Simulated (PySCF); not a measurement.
## F⁺ (fluorine, charge +1): BP86 calculation

Configuration: [He] 2s2 2p4, high-spin 3P determinant. Computed with PySCF 2.14 in cc-pVDZ, with the non-relativistic Hamiltonian (point nucleus).

| Item | Value |
| --- | --- |
| Total energy | -99.0752 hartree |
| One-electron energy | -133.0198 hartree |
| Hartree (Coulomb) energy | 43.8484 hartree |
| Exchange-correlation energy | -9.9038 hartree |
| Kinetic energy | 98.53852 hartree |
| ⟨S²⟩ | 2.0013 |
| ⟨L²⟩ | 2.004 |
| Sum of ⟨r⟩ | 6.215 bohr |
| Sum of ⟨r²⟩ | 7.307 bohr² |
| Traceless quadrupole moment −½Σ⟨3z² − r²⟩ along its main axis | -0.533 e·bohr² |
| Density at the nucleus (Gaussians lack the cusp) | 430 bohr⁻³ |
| Spin density at the nucleus | 0.264 bohr⁻³ |
| Langevin diamagnetic susceptibility | -5.79 ×10⁻⁶ cm³/mol |
| Time after the integrals | 0.07 s of wall time on 1 thread of Neoverse-V1 (shared host) |

```tsv
shell	electrons	mean orbital energy (eV)	spread (eV)	rms radius, mean of both spins (bohr)
1s α	1	-685.07	0	0.205
1s β	1	-683.39	0	0.205
2s α	1	-49.124	0	1.07
2s β	1	-44.893	0	1.07
2p α	3	-29.986	2.685	1.11
2p β	1	-26.610	0	1.11
```
